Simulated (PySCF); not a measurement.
# Checking a proposed structure

A compound C$_{6}$H$_{5}$NO$_{3}$ gives the data below (simulated from a calculation) and was assigned the structure `O=COc1cc[n+]([O-])cc1`.

13C{1H} NMR (computed): δ 162.9 (CH), 159.2 (C), 142.4 (CH), 136.5 (CH), 132.6 (CH), 117.5 (CH).

1H NMR (400 MHz, computed): δ 8.62 (d, 1H), 8.31 (s, 1H), 8.22 (s, 1H), 8.17 (d, 1H), 7.39 (m, 1H).

In vacuum, no relativistic terms, one conformer. GFN2-xTB structure; shielding tensors at PBE0/pcSseg-1 (GIAO); PySCF 2.14.

δ = σ(ref) − σ, references computed at the same level: 1H (31.72 ppm) and 13C (186.93 ppm) vs TMS.

Question: Compare with the shifts computed for the proposed structure, pairing carbons in order of shift.

Answer: Atoms are numbered as in `[O:1]=[CH:2][O:3][c:4]1[cH:5][cH:6][n+:7]([O-:8])[cH:9][cH:10]1` (H(Xn): hydrogen on atom n).

| atom | computed for proposal | given list | difference |
| --- | --- | --- | --- |
| C2 | 164.8 | 162.9 | +1.9 |
| C4 | 150.1 | 159.2 | -9.1 |
| C6 | 145.0 | 142.4 | +2.6 |
| C9 | 145.0 | 136.5 | +8.5 |
| C5 | 128.7 | 132.6 | -3.9 |
| C10 | 128.7 | 117.5 | +11.2 |

The rms difference is 7.2 ppm and the largest +11.2 ppm at C10 (aromatic CH). The proposal also would give 4 carbon signals, not 6. The proposal doesn't fit.

Question: Which isomer fits?

Answer: SMILES O=COc1ccc[n+]([O-])c1.

- Carbon types of the structure: 1 × C, 5 × CH, which accounts for all hydrogens.
- δC 159.2: aromatic carbon bearing oxygen; an ipso carbon deshielded by its heteroatom.
- δC 142.4, 136.5: aromatic CH next to a ring nitrogen.
- δC 132.6, 117.5: aromatic CH.
- δH 8.62, 7.39: hydrogen on an aromatic CH; ring-current deshielding.

Other isomers checked: O=COc1cc(O)ccn1 (rms 15.3 ppm); CO[C@H]1C(=O)OC=C1C#N (rms 37.1 ppm).

This is the structure that produced the data.

Shifts are as computed. Against solution values, carbons near 30 ppm lie about +3 ppm off and those near 130 ppm about +5 ppm. Of 1211 compounds with measured shifts, 218 miss one by over three times the rms of a fit or turn the order of signals round; such compounds aren't used in these exercises. Multiplicities follow the n + 1 count of equivalent neighbours, as no J values were calculated; m marks all less simple cases, F and P coupling included.
